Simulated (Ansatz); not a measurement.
Consider the formal exchange of groups at a Ge–Cl bond: `[F][GeH]([Cl])[Br]` + CH₄ → `[CH3][GeH]([F])[Br]` + HCl.

Computed with Ansatz on PBE0-D4/def2-TZVP structures; ΔE is electronic, products minus reactants. CBS: MP2 limit from def2 TZ/QZ plus the TZ coupled-cluster correction, frozen cores. This one scheme is used for every species. Functionals use def2-TZVPP. B3LYP here is the variant with VWN-RPA as its local correlation; programs differ in this. For Br, Ge outer-core shells are correlated without core-valence functions, which leaves a few kJ/mol of doubt a bond. Scalar relativity is left out up to krypton.

| species | B3LYP energy (Eh) |
| --- | --- |
| `[F][GeH]([Cl])[Br]` | -5212.07528 |
| CH₄ | -40.53912 |
| `[CH3][GeH]([F])[Br]` | -4791.74850 |
| HCl | -460.83627 |

(1) Work out ΔE.

Largest T1 diagnostic among the species: 0.010.

Results:

(1) ΔE = (-4791.74850) + (-460.83627) − (-5212.07528) − (-40.53912) = 0.02963 Eh = +77.8 kJ/mol. CCSD(T)/CBS gives +68.8 kJ/mol.

In def2-TZVPP, CCSD(T) changes the Hartree–Fock value by −13.5 kJ/mol (the triples alone add +0.3 kJ/mol) and MP2 by −10.9 kJ/mol. At CCSD(T), def2-SVP lies +7.8 kJ/mol from the extrapolated value and def2-TZVPP +0.3 kJ/mol.
